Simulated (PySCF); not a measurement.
## Cost of excited-state runs on SMILES C[Se]c1cnc2nsnc2n1, C₅H₄N₄SSe

Bonds (- single, = double, # triple, : aromatic): C1-Se2 1.932 Å, Se2-C3 1.890 Å, C3:C4 1.452 Å, C4:N5 1.297 Å, N5:C6 1.359 Å, C6:N7 1.326 Å, N7:S8 1.628 Å, S8:N9 1.631 Å, N9:C10 1.327 Å, C10:N11 1.354 Å, N11:C3 1.303 Å, C10:C6 1.448 Å. C1 carries H12, H13, H14; C4 carries H15.

PySCF with density fitting, on 1 thread of an Intel Xeon Platinum 8488C, shared host. Command: `OMP_NUM_THREADS=1 python excited_run.py task.json out`

Question: How long does each of these runs take, and how much memory?
- first hyperpolarisability, CAM-B3LYP/aug-cc-pVDZ; usual settings
- excited states, CAM-B3LYP/aug-cc-pVDZ; Tamm-Dancoff; spin-orbit couplings; 6 states; 5 triplets; quadratic response for 4 states
- excited states, CAM-B3LYP/aug-cc-pVDZ; two-photon moments; 8 states; quadratic response for 6 states; 0 triplets

Answer: 
```csv
run,level,basis functions,wall time,peak memory (GiB)
first hyperpolarisability,CAM-B3LYP/aug-cc-pVDZ,306,2.2 min,1.4
excited states,CAM-B3LYP/aug-cc-pVDZ,306,2.4 min,1.4
excited states,CAM-B3LYP/aug-cc-pVDZ,306,2.8 min,1.4
```
Times from a shared host are rough.
